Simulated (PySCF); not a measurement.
Diatomics of Si with group 14

PBE0 with triple-zeta basis sets in PySCF, for the lowest determinant that a PBE0 search found; no spin–orbit coupling. De refers to high-spin ground-configuration atoms. A positive dipole means M(−)Si(+).

| M | basis | state (unpaired electrons) | Re (Å) | ωe (cm⁻¹) | De (eV) | μ (D) |
| --- | --- | --- | --- | --- | --- | --- |
| C | x2c-TZVPPall | triplet (σ ↑, π ↑) | 1.710 | 994 | 4.41 | 1.59 |
| Si | def2-TZVPP | triplet (π ↑↑) | 2.255 | 519 | 3.34 | n/a |
| Sn | def2-TZVPP | triplet (π ↑↑) | 2.511 | 355 | 2.76 | -1.09 |
| Pb | def2-TZVPP | triplet (π ↑↑) | 2.577 | 325 | 2.59 | -1.67 |

Q: By what factor does the harmonic wavenumber vary along the series?

A: At PBE0 it runs from 325 cm⁻¹ (SiPb) to 994 cm⁻¹ (SiC), a factor of 3.06.

The rows differ in basis set, which adds steps of its own.

The state changes along the series, so neighbouring rows are not always alike in their bonding.

These are scalar-relativistic numbers at best; spin–orbit coupling would shift them, the dissociation energy most. States were picked by a PBE0 search and need not be the measured ground states.
